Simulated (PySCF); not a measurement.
# Multinuclear NMR of C$_{5}$H$_{6}$Cl$_{2}$O$_{2}$

Geometry:
```json
{"atom": "C1", "x (Å)": "-1.021", "y (Å)": "-1.308", "z (Å)": "0.889"}
{"atom": "C2", "x (Å)": "-0.919", "y (Å)": "-0.190", "z (Å)": "0.179"}
{"atom": "C3", "x (Å)": "0.394", "y (Å)": "0.364", "z (Å)": "-0.270"}
{"atom": "O4", "x (Å)": "0.506", "y (Å)": "1.377", "z (Å)": "-0.915"}
{"atom": "O5", "x (Å)": "1.423", "y (Å)": "-0.387", "z (Å)": "0.118"}
{"atom": "C6", "x (Å)": "2.710", "y (Å)": "0.075", "z (Å)": "-0.275"}
{"atom": "C7", "x (Å)": "-2.101", "y (Å)": "0.632", "z (Å)": "-0.231"}
{"atom": "Cl8", "x (Å)": "-2.871", "y (Å)": "1.353", "z (Å)": "1.207"}
{"atom": "Cl9", "x (Å)": "-3.293", "y (Å)": "-0.357", "z (Å)": "-1.102"}
{"atom": "H10", "x (Å)": "-0.148", "y (Å)": "-1.869", "z (Å)": "1.172"}
{"atom": "H11", "x (Å)": "-1.982", "y (Å)": "-1.685", "z (Å)": "1.199"}
{"atom": "H12", "x (Å)": "2.775", "y (Å)": "0.136", "z (Å)": "-1.363"}
{"atom": "H13", "x (Å)": "2.902", "y (Å)": "1.064", "z (Å)": "0.144"}
{"atom": "H14", "x (Å)": "3.421", "y (Å)": "-0.650", "z (Å)": "0.112"}
{"atom": "H15", "x (Å)": "-1.800", "y (Å)": "1.453", "z (Å)": "-0.887"}
```

PySCF 2.14.0 with density-fitted response routines calculation with σ from GIAO-PBE0/pcSseg-1 and GFN2-xTB structure; in vacuum, one conformer, relativity neglected, one averaged value for each set of equivalent atoms.

Question: Where does $^{17}$O resonate?

Answer: 
| atoms | environment | σ (ppm) | δ (ppm) |
| --- | --- | --- | --- |
| O4 | ester carbonyl oxygen | -86.7 | 345.7 |
| O5 | ester alkoxy oxygen | 163.2 | 118.0 |

Shieldings were converted by a linear fit to measured shifts: $^{17}$O (scatter 10.7 ppm rms, 12.2 ppm with the 3 outliers that the fit left out vs liquid water, solution or neat liquid). Occasional misses reach two or three times the rms, and more in compound classes unlike the fitted ones.

On a 400 MHz spectrometer $^{17}$O resonates near 54.2 MHz, so 1 ppm is 54.2 Hz.
